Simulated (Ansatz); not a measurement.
Reaction (hydrogenolysis of the Al–F bond): `C[S][Al]([CH3])[F]` + H₂ → `[CH3][AlH][S]C` + H–F

Gas-phase electronic energies from Ansatz, PBE0-D4/def2-TZVP geometries. CCSD(T)/CBS is the MP2 limit (def2-TZVPP, def2-QZVPP) plus CCSD(T) − MP2 in def2-TZVPP, frozen cores. This one scheme is used for every species. DFT in def2-TZVPP. One conformer a species, not always the lowest.

`C[S][Al]([CH3])[F]`:

Z-matrix (Å, degrees):
```
C
S 1 1.824
H 1 1.089 2 108.6
H 1 1.089 2 108.8 3 -118.8
H 1 1.089 2 112.3 3 120.4
Al 2 2.166 1 101.1 3 -123.1
F 6 1.651 2 115.0 1 -179.8
C 6 1.940 2 124.9 1 0.3
H 8 1.094 6 111.7 2 -59.3
H 8 1.094 6 111.7 2 60.7
H 8 1.092 6 110.3 2 -179.4
```

H₂:

Z-matrix (Å, degrees):
```
H
H 1 0.746
```

`[CH3][AlH][S]C`:

Cartesian coordinates in Å:
```
C -1.563 0.551 -0.501
Al 0.246 0.957 -1.108
S 1.973 0.017 -0.176
C 1.240 -1.056 1.100
H -1.702 0.807 0.554
H -2.306 1.107 -1.078
H -1.794 -0.515 -0.603
H 0.596 1.964 -2.279
H 1.625 -0.756 2.074
H 1.532 -2.086 0.903
H 0.153 -0.991 1.113
```

H–F:

Z-matrix (Å, degrees):
```
F
H 1 0.920
```

```tsv
level	ΔE (kJ/mol)
B97M-V	164.0
RPA@PBE/def2-TZVPP	163.4
```

(1) What does CCSD(T)/CBS give? (Estimate.)

Largest T1 diagnostic among the species: 0.011.

Answers

(1) Computed: +168.3 kJ/mol. The listed levels differ from it by -4.3, -4.9 kJ/mol.

Leaving LDA and LC-ωPBE aside and taking each functional with its dispersion term where it has one, the values, not all of them listed here, spread over 16.0 kJ/mol, from HSE06-D4 to r2SCAN-D4. From r2SCAN to r2SCAN0 (25 % exact exchange), in def2-TZVPP and without D4, ΔE moves by −5.3 kJ/mol.
